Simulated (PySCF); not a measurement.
Species: C₃H₅O₂S₂Si (doublet state).
Numbering: `[O:1]=[CH:2][O:3][Si:4]1[S:5][CH2:6][CH2:7][S:8]1` (hydrogens: H9 on C2; H10, H11 on C6; H12, H13 on C7)

Structure used (GFN2-xTB), in Å, numbered top down from 1:
```xyz
13
C3H5O2S2Si angstrom
O      3.286   -1.633    0.851
C      3.237   -0.815   -0.015
O      2.131   -0.302   -0.494
Si     0.643   -0.761    0.109
S     -0.700   -0.632   -1.571
C     -2.034   -0.078   -0.462
C     -1.607    1.130    0.342
S     -0.131    0.814    1.375
H      4.117   -0.390   -0.522
H     -2.309   -0.911    0.183
H     -2.878    0.180   -1.101
H     -2.401    1.436    1.022
H     -1.360    1.962   -0.319
```

The hyperfine couplings belong to this conformer and change with its torsions.

Method: UKS B3LYP, pcH-1 on C H O S Si, non-relativistic, mean-field spin-orbit, GIAO (PySCF). The structure is a single GFN2-xTB conformer in the gas phase; no vibrational or solvent corrections. Couplings are sensitive to structure, and on GFN2-xTB geometries they can be far from those on DFT ones, by a factor of two or more for some ions and for spin on atoms past the first row.

Count the α and β electrons and give S(S+1).

85 electrons with 2S = 1: 43 α and 42 β; S(S+1) = 0.75.

Mulliken spin populations, one withheld:

```tsv
atom	bound to	population
O1	C2	+0.0176
C2	O1, O3, H9	-0.0113
O3	C2, Si4	+0.0439
Si4	O3, S5, S8	?
S5	Si4, C6	+0.1249
C6	S5, C7, H10, H11	-0.0005
C7	C6, S8, H12, H13	+0.0067
S8	C7, Si4	+0.1290
H9	C2	+0.0054
H10	C6	+0.0018
H11	C6	+0.0020
H12	C7	-0.0007
H13	C7	+0.0019
```

Complete the table.

The populations add up to Nα − Nβ = 1, and the others sum to 0.3207, so Si4 holds +0.679.

How is the spin shared among the elements?

Silicon +0.68, sulfur +0.25, oxygen +0.06, hydrogen +0.01, carbon -0.01. The positive populations sum to 1.01, the negative ones to -0.01.

The run gives ⟨S²⟩ = 0.7524. What does that say of the overlap of α and β orbitals, and of the weight of higher spin?

Σ|⟨iα|jβ⟩|² over occupied orbitals = Nβ − [⟨S²⟩ − S(S+1)] = 42 − 0.0024 = 41.9976. If the quartet state (S + 1) were the only admixture, its weight would be 0.0024/(2S + 2) = 0.08 %. For Kohn–Sham this describes the determinant of the orbitals, not the true wave function.

What Fermi-contact NMR shifts do the couplings of C2, H9, H10/H11/H12/H13 imply at 298 K (Curie law, g = gₑ)?

δ = a_FC·h·gₑ μB S(S+1)/(3 g_N μN kT), with k/h = 20836.6 MHz/K:

```json
{"nuclei": "C2", "isotope": "13C", "a_FC (MHz)": "0.77", "g_N": "1.4048", "contact shift (ppm)": "+81"}
{"nuclei": "H9", "isotope": "1H", "a_FC (MHz)": "14.96", "g_N": "5.5857", "contact shift (ppm)": "+396"}
{"nuclei": "H10/H11/H12/H13", "isotope": "1H", "a_FC (MHz)": "3.79", "g_N": "5.5857", "contact shift (ppm)": "+100"}
```

The shifts go as 1/T: at 348 K they are 0.856 times these. Entries for several nuclei are means.

Means are taken over nuclei equivalent by connectivity, which assumes that they swap fast. The 1H value of +3.8 MHz is a mean of couplings from -1.1 to 9.0 MHz in this one geometry, not an average over conformers.
